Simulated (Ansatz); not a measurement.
C3H6, charge -1, doublet, at a GFN2-xTB geometry (a state made from the parent by changing its charge; the spin is typed, not shown lowest) (a gas-phase anion, which may not be bound at this level). Base run: BLYP/STO-3G (Ansatz, a first-principles code).

The Ansatz input:
Ansatz 0.2 input:
```yaml
crystal:
  periodic: [false, false, false]
  atoms:
    - {symbol: C, position_ang: [-1.20759453, 0.12774977, -0.21719382]}
    - {symbol: C, position_ang: [0.12535459, 0.26959875, 0.46244766]}
    - {symbol: C, position_ang: [1.26525009, -0.39375363, -0.15227048]}
    - {symbol: H, position_ang: [-1.68982641, -0.88261753, -0.14525583]}
    - {symbol: H, position_ang: [-1.94466203, 0.83698572, 0.19348954]}
    - {symbol: H, position_ang: [-1.11133728, 0.33797787, -1.28829975]}
    - {symbol: H, position_ang: [0.05180971, 0.11466891, 1.55346659]}
    - {symbol: H, position_ang: [1.37231633, -0.21006234, -1.23402640]}
    - {symbol: H, position_ang: [2.22363882, -0.21852194, 0.36272571]}
basis:
  gaussian:
    orbitals: STO-3G
hamiltonian:
  xc: blyp
total_charge: -1
magnetization: {spin_polarized: true, initial_magnetization: 1}
```

The base run was repeated with changes; each row names its change, and settings that it needs were set with it.

```csv
change,basis functions,E (Eh),core-seconds (rough)
base,21,-116.15699,1
basis = 3-21G,39,-117.07241,1
basis = def2-SV(P),54,-117.63631,2
basis = 6-31+G*,69,-117.77236,4
basis = pcseg-1,72,-117.73062,2
basis = pc-1,72,-117.73261,2
basis = 6-31G**,75,-117.73171,2
basis = 6-311++G**,108,-117.81586,10
basis = def2-SVPD,108,-117.68143,5
basis = aug-pcseg-1,123,-117.76913,20
basis = def2-TZVP,129,-117.80594,4
basis = cc-pVTZ,174,-117.80050,6
basis = aug-cc-pVTZ,276,-117.83248,70
```

Totals compare only among sets that treat the same electrons; sets with core potentials leave the core out.

A gas-phase anion may not be bound at this level; its values then depend on the basis.
